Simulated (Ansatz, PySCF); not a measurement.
Gas-phase reaction (SMILES): [CH3][Ge]([Br])([Br])[Br] [tribromo(methyl)germane] + 4 [H][H] (H2) → 3 Br (HBr) + C (CH4) + [GeH4] (GeH4); energy of full hydrogenation.

Each molecule is optimised on its own at B3LYP-D3(BJ)/def2-TZVP (Ansatz, a first-principles code). Correlated levels leave the core frozen unless marked. Spin-orbit coupling is left out. Frozen are the shells of the preceding noble gas and the d and f shells that filled before the atom's block. Non-relativistic. CBS marks a two-point X^-3 extrapolation of the correlation energy; Hartree-Fock from the larger set. Thermal terms are rigid-rotor harmonic-oscillator values from B3LYP-D3(BJ) frequencies (Ansatz or PySCF) at 298.15 K and 1 atm. 1 Eh = 627.5095 kcal/mol.

| species | E, CCSD(T)/CBS(cc-pVTZ,cc-pVQZ) (Ansatz) (Eh) | E, PBE-D3(BJ)/def2-TZVPD (Ansatz + dftd3) (Eh) | H - E (Eh) |
|---|---|---|---|
| [CH3][Ge]([Br])([Br])[Br] | -9833.58277 | -9838.03136 | 0.04920 |
| [H][H] (H2) | -1.17450 | -1.16598 | 0.01336 |
| Br (HBr) | -2573.28320 | -2574.36932 | 0.00927 |
| C (CH4) | -40.45816 | -40.46420 | 0.04840 |
| [GeH4] (GeH4) | -2077.90558 | -2079.05959 | 0.03354 |

### Question
Work out ΔE and ΔH at 298.15 K at the first level, then ΔH at the second.

### Answer

1. ΔE = [3×(-2573.28320) + (-40.45816) + (-2077.90558)] - [(-9833.58277) + 4×(-1.17450)] = 0.06743 Eh = 42.3 kcal/mol at CCSD(T)/CBS(cc-pVTZ,cc-pVQZ).
2. The terms H - E add up to 0.00711 Eh, so ΔH = (0.06743 + (0.00711))×627.5095 = 46.8 kcal/mol.
3. At PBE-D3(BJ)/def2-TZVPD the same steps give ΔE = 39.9 and ΔH = 44.3 kcal/mol, a shift of -2.5 from the first level.
4. These values are not checked against measurement here, since the tables used lack a sound gas-phase enthalpy of formation for at least one species.
